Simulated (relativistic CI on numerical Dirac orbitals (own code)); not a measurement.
Sensitivity of the levels of Nb17+ to α and to the nuclear radius

These numbers are calculated, not measured: Dirac-Coulomb-Breit CI, KLI orbitals optimised for each configuration, derivatives by finite differences, unscaled Slater integrals, QED left out (own radial code, finite nucleus).

Configurations in the expansion (outside the closed core [Ne]): 3s2.3p6.3d6, 3s2.3p5.3d7, 3s2.3p4.3d8, 3s.3p6.3d7, 3p6.3d8, 3s2.3p6.3d5.4s, 3s.3p5.3d8, 3s2.3p6.3d5.4p. Levels of other configurations are missing.

With x = (α/α₀)² − 1 an excitation energy changes as ω = ω₀ + qx; K = 2q/ω₀ is the relative enhancement. Terms are leading LS components, so labels can repeat. The field-shift factor is F = δν/δ⟨r²⟩ for the transition from the lowest level.

Lowest level 3s2.3p6.3d6 5D_4.

```csv
Level,ω₀ (cm⁻¹),q (cm⁻¹),F (GHz/fm²)
3s2.3p6.3d6 5D_3,13611.2,16110,0.092
3s2.3p6.3d6 5D_2,17301.9,12410,0.0711
3s2.3p6.3d6 5D_1,22727.9,21420,0.123
3s2.3p6.3d6 5D_0,24416.1,21890,0.128
3s2.3p6.3d6 3F_4,64934.0,-5096,0.0479
3s2.3p6.3d6 3P_2,65898.0,12650,0.0663
3s2.3p6.3d6 3H_6,74071.8,7984,0.141
3s2.3p6.3d6 3H_5,75136.9,6600,0.129
3s2.3p6.3d6 3F_3,82525.7,14050,0.139
3s2.3p6.3d6 3F_2,85462.4,14150,0.122
3s2.3p6.3d6 3H_4,89571.3,26580,0.225
3s2.3p6.3d6 3P_0,94109.3,21050,0.173
3s2.3p6.3d6 3P_1,99275.6,39780,0.231
```

At this charge energies of transitions that change n are usually good to better than 1 %, and those within a shell (Δn = 0) to a few per cent. Terms inside the open d or f shell come out 10 to 20 % too wide with unscaled integrals.

Question: Which transition from the lowest level has the largest |K|?

Answer: 3s2.3p6.3d6 5D_3 at 13611.2 cm⁻¹, K = 2.37.
